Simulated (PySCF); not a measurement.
4-fluoro-2,3-dihydrofuran (C4H5FO), SMILES FC1=COCC1.

Geometry optimised at PBE-D3(BJ)/def2-SVP. The geometry has at least one imaginary mode, so it is a saddle point at that level. Other conformers were not sampled.

Two levels are set side by side: PBE/def2-TZVP (PySCF) and ωB97X/def2-TZVP (PySCF). Same geometry, gas phase. Differences are taken from unrounded values.

| quantity | ωB97X |
|---|---|
| orbital gap (eV) | 11.27 |
| highest occupied level (eV) | -8.38 |
| lowest empty level (eV) | 2.89 |
| dipole moment (D) | 1.56 |
| mean polarisability (bohr³) | 48.4 |

Q: What does PBE give, and how far is it from ωB97X? (An estimate is asked for; the answer gives what the named calculation found.)

A: 
```tsv
quantity	PBE	PBE minus ωB97X
orbital gap (eV)	4.49	-6.78
highest occupied level (eV)	-4.78	3.60
lowest empty level (eV)	-0.29	-3.18
dipole moment (D)	1.47	-0.09
mean polarisability (bohr³)	50.3	1.9
```

PBE's occupied levels lie high since its potential decays too fast outside the molecule; exact exchange lowers them and widens the gap. Loosely held outer electrons make PBE densities more polarisable. Differences between two approximate levels are no errors against the true value.

Rough cost on one machine, each run with all the roots and properties that it gave: ωB97X against PBE within a factor of 2.
